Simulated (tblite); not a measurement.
Computed values, GFN2-xTB/tblite, gas phase, harmonic and unscaled. Errors from tens to a few hundred cm⁻¹ against measured bands are possible. Modes of hydrogen on silicon and sulfur can be 10 to 20 % off. One conformer each. Thermal functions are those of the rigid rotor and harmonic oscillator, without mixing of conformers.

Task: Order these by their heat capacity Cp at 298.15 K, highest first (cal/(mol K)).
A. `C1=CC=C2C(N)=CC=C12`
B. `C=N/C=C/CC`
C. `ClC(Cl)C1CC1`
D. `CCC1OC=C[SiH2]C=1OC`
E. `CCCS(=O)(=O)Cl`
F. `NCC(CN)N[SiH2]S`
G. `C#C[C@H]1CC(=C\F)/C1=C/F`

Result: D (45.7), F (45.1), G (37.6), A (32.1), E (31.5), B (27.4), C (24.9).

| SMILES | atoms | mass (u) | symmetry number | modes under 300 cm⁻¹ | ZPE (kcal/mol) | S translation (cal/(mol K)) | S rotation | S vibration | S | Cp |
| --- | --- | --- | --- | --- | --- | --- | --- | --- | --- | --- |
| CCC1=C(OC)[SiH2]C=CO1 | 22 | 156.06 | 1 | 9 | 107.4 | 41.1 | 30.1 | 35.9 | 107.1 | 45.7 |
| NCC(CN)N[SiH2]S | 21 | 151.06 | 1 | 10 | 105.4 | 41.0 | 30.3 | 39.4 | 110.6 | 45.1 |
| C#C[C@H]1CC(=C\F)/C1=C/F | 16 | 140.04 | 1 | 7 | 69.4 | 40.7 | 30.1 | 28.0 | 98.8 | 37.6 |
| NC1=CC=C2C=CC=C12 | 16 | 117.06 | 1 | 4 | 77.1 | 40.2 | 28.3 | 16.0 | 84.5 | 32.1 |
| CCCS(=O)(=O)Cl | 14 | 141.99 | 1 | 6 | 64.8 | 40.8 | 28.6 | 22.3 | 91.7 | 31.5 |
| C=N/C=C/CC | 15 | 83.07 | 1 | 5 | 79.5 | 39.2 | 26.7 | 18.2 | 84.1 | 27.4 |
| ClC(Cl)C1CC1 | 12 | 123.98 | 1 | 4 | 56.1 | 40.4 | 28.3 | 14.6 | 83.4 | 24.9 |

Entropies and Cp are for 298.15 K and 1 bar.
